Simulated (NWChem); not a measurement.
System: SnNH₅O₃; SMILES [OH][Sn]([OH])([OH])[NH2]

NWChem printed, in part:

```
             Northwest Computational Chemistry Package (NWChem) 7.3.0
             --------------------------------------------------------

 C1  symmetry detected

                             Geometry "geometry" -> ""
                             -------------------------

 Output coordinates in angstroms (scale by  1.889725989 to convert to a.u.)

  No.       Tag          Charge          X              Y              Z
 ---- ---------------- ---------- -------------- -------------- --------------
    1 N                    7.0000     1.40578295     1.45597817     0.09081156
    2 Sn                  50.0000     0.00554772     0.00977123     0.00861070
    3 O                    8.0000     0.02218815    -1.26584426     1.51444843
    4 O                    8.0000    -1.70290107     0.98856463    -0.09363219
    5 O                    8.0000     0.23965780    -1.19592986    -1.53958655
    6 H                    1.0000     0.98783233     2.35405213     0.33116059
    7 H                    1.0000     2.12956975     1.25193543     0.77795490
    8 H                    1.0000     0.13943399    -2.16504974     1.18209325
    9 H                    1.0000    -2.46144501     0.39336053    -0.11150810
   10 H                    1.0000     0.61518341    -0.72903131    -2.29575388

 Effective nuclear repulsion energy (a.u.)     564.1649365774

                                 NWChem DFT Module
                                 -----------------

 Summary of "ao basis" -> "ao basis" (spherical)
 ------------------------------------------------------------------------------
       Tag                 Description            Shells   Functions and Types
 ---------------- ------------------------------  ------  ---------------------
 N                          def2-svp                 6       14   3s2p1d
 Sn                         def2-svp                10       26   4s4p2d
 O                          def2-svp                 6       14   3s2p1d
 H                          def2-svp                 3        5   2s1p

            General Information
            -------------------
          SCF calculation type: DFT
          Wavefunction type:  closed shell.
          No. of atoms     :    10
          No. of electrons :    58
           Alpha electrons :    29
            Beta electrons :    29
          Charge           :     0
          Spin multiplicity:     1
          Use of symmetry is: off; symmetry adaption is: off
          Maximum number of iterations: 150
          AO basis - number of functions:   107
                     number of shells:    49
          Convergence on energy requested:  1.00D-06
          Convergence on density requested:  1.00D-05
          Convergence on gradient requested:  5.00D-04

              XC Information
              --------------
                         B3LYP Method XC Potential
                     Hartree-Fock (Exact) Exchange  0.200
                        Slater Exchange Functional  0.800 local
                    Becke 1988 Exchange Functional  0.720 non-local
              Lee-Yang-Parr Correlation Functional  0.810
                  VWN I RPA Correlation Functional  0.190 local

             Grid Information
             ----------------
          Grid used for XC integration:  medium
          Radial quadrature: Mura-Knowles
          Angular quadrature: Lebedev.
          Tag              B.-S. Rad. Rad. Pts. Rad. Cut. Ang. Pts.
          ---              ---------- --------- --------- ---------
          N                   0.65       49          11.0       434
          Sn                  1.45      123           9.0       590
          O                   0.60       49          11.0       434
          H                   0.35       45          12.0       434
          Grid pruning is: on
          Number of quadrature shells:   544
          Spatial weights used:  Erf1

      Superposition of Atomic Density Guess
      -------------------------------------

 Sum of atomic energies:        -529.90978125

      Non-variational initial energy
      ------------------------------

 Total energy =    -495.180371
 1-e energy   =   -1364.864598
 2-e energy   =     566.546904
 HOMO         =      -0.363521
 LUMO         =      -0.073074

     ---------------------------------------------
      Total Density - Mulliken Population Analysis
     ---------------------------------------------

    Atom       Charge   Shell Charges
 -----------   ------   -------------------------------------------------------
    1 N    7     7.78   1.99  1.04  0.50  2.48  1.76  0.01
    2 Sn  22    20.04   1.60  0.41  0.71  0.11  3.26  2.73  0.71  0.29  9.78  0.43
    3 O    8     8.89   1.99  1.11  0.68  3.06  2.04  0.00
    4 O    8     8.89   1.99  1.11  0.68  3.06  2.04  0.00
    5 O    8     8.90   1.99  1.11  0.68  3.07  2.05  0.00
    6 H    1     0.76   0.59  0.12  0.04
    7 H    1     0.76   0.59  0.12  0.04
    8 H    1     0.66   0.53  0.07  0.06
    9 H    1     0.66   0.53  0.07  0.06
   10 H    1     0.66   0.53  0.07  0.06

   convergence    iter        energy       DeltaE   RMS-Dens  Diis-err
 ---------------- ----- ----------------- --------- --------- ---------
 d= 0,ls=0.0,diis     1   -497.4559265220 -8.01D+02  1.89D-02  1.33D+00
 d= 0,ls=0.0,diis     2   -497.2852508811  1.71D-01  1.05D-02  3.29D+00
 d= 0,ls=0.0,diis     3   -497.6106542758 -3.25D-01  1.51D-03  3.59D-02
 d= 0,ls=0.0,diis     4   -497.6122240213 -1.57D-03  8.30D-04  1.76D-02
 d= 0,ls=0.0,diis     5   -497.6141663824 -1.94D-03  1.33D-04  5.75D-04
  Resetting Diis
 d= 0,ls=0.0,diis     6   -497.6142288696 -6.25D-05  2.83D-05  1.05D-05
 d= 0,ls=0.0,diis     7   -497.6142293430 -4.73D-07  3.69D-05  5.99D-06
 d= 0,ls=0.0,diis     8   -497.6142275032  1.84D-06  2.48D-05  2.46D-05
 d= 0,ls=0.0,diis     9   -497.6142299342 -2.43D-06  7.77D-07  5.30D-09
 d= 0,ls=0.0,diis    10   -497.6142299344 -2.07D-10  3.73D-07  3.98D-09

[...]
```

Level: B3LYP/def2-SVP with def2 effective core potentials on Sn. All runs use the structure optimised with PBE0/def2-SVP. Not confirmed as a minimum by frequencies. def2 effective core potentials on Sn; no spin-orbit coupling.

**Question.** Write an input that gives this output.

**Answer.** One answer among several that fit: the input that was run:
```
start job
memory heap 200 mb stack 900 mb global 1100 mb
geometry units angstroms noautoz
  N      0.944425     1.773353    -0.085576
  Sn    -0.019198     0.007593     0.026015
  O      0.622623    -1.215022     1.436085
  O     -1.909415     0.498380     0.297115
  O      0.213714    -1.095994    -1.596725
  H      0.362379     2.529011     0.273855
  H      1.816108     1.769792     0.441513
  H      0.902659    -2.051650     1.043134
  H     -2.475231    -0.276614     0.393099
  H      0.299613    -0.547757    -2.385940
end
basis spherical
  * library def2-svp
end
ecp
  Sn library def2-ecp
end
dft
  xc b3lyp
  iterations 150
  mulliken
end
task dft energy
```
